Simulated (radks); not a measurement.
The numbers below are computed, except where a source is named.
Radial electron density D(r) = 4 pi r^2 rho(r) of an atom or ion with 49 electrons. Level of theory: scalar-relativistic Kohn-Sham, PBEsol, spin-polarised, spherical densities, point nucleus (a radial shooting solver on a logarithmic mesh with Libxc functionals).

```
   r/bohr * D(r) (the largest magnitude, 84.2, reaches the edge; | marks zero)
 0.001309 | *
 0.001499 | *
 0.001732 |  *
    0.002 |   *
 0.002309 |    *
 0.002667 |     *
  0.00308 |      *
 0.003529 |        *
 0.004076 |          *
 0.004707 |            *
 0.005436 |               *
 0.006278 |                  *
  0.00725 |                      *
 0.008306 |                          *
 0.009593 |                              *
  0.01108 |                                 *
  0.01279 |                                     *
  0.01478 |                                        *
  0.01707 |                                         *
  0.01955 |                                          *
  0.02258 |                                          *
  0.02608 |                                        *
  0.03012 |                                      *
  0.03478 |                                     *
  0.03985 |                                    *
  0.04602 |                                      *
  0.05315 |                                         *
  0.06138 |                                              *
  0.07088 |                                                   *
  0.08186 |                                                      *
  0.09379 |                                                      *
   0.1083 |                                                   *
   0.1251 |                                             *
   0.1445 |                                        *
   0.1668 |                                      *
   0.1927 |                                       *
   0.2208 |                                           *
   0.2549 |                                             *
   0.2944 |                                          *
     0.34 |                                   *
   0.3927 |                         *
   0.4499 |                 *
   0.5196 |             *
   0.6001 |              *
    0.693 |               *
   0.8003 |               *
   0.9243 |             *
    1.059 |          *
    1.223 |      *
    1.412 |   *
    1.631 |  *
    1.884 | *
    2.176 |*
    2.492 |*
    2.879 |*
    3.324 *
    3.839 *
    4.434 *
    5.121 *
    5.867 *
    6.775 *
    7.825 *
```

What is the nuclear charge?

Answer. Z = 51. The innermost maximum, from 1s, lies near gamma/Z bohr with gamma = sqrt(1 - (Z/c)^2) = 0.928, here 0.0182 bohr (found: 0.0200), and its height grows with Z. The density is that of the antimony ion Sb2+ in [Kr] 4d10 5p(up 1.5, down 1.5) 5s(up 0, down 0); the configuration itself is not fixed sharply by these data, and Z only to a few units. D(r) has 4 maxima, at r = 0.0200, 0.0880, 0.257, 0.751 bohr, and minima at 0.0389, 0.168, 0.550 bohr, inside which lie 1.99, 11.17, 28.99 electrons.
